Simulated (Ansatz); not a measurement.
Question: Name a neutral molecule of F, Se, Si and H with size of the dipole moment (B3LYP/def2-TZVPP) between 0.75 and 1.05 D and LUMO energy (B3LYP/def2-TZVPP) between -0.85 and -0.55 eV (Ansatz, PBE0-D4/def2-TZVP geometry).

Answer: `F[SiH](F)[SeH]` (0.93 D, -0.66 eV). Other molecules can fit too; these were computed, each in one conformer that needn't be the lowest.

B3LYP here is the variant with VWN-RPA as its local correlation; programs differ in this.
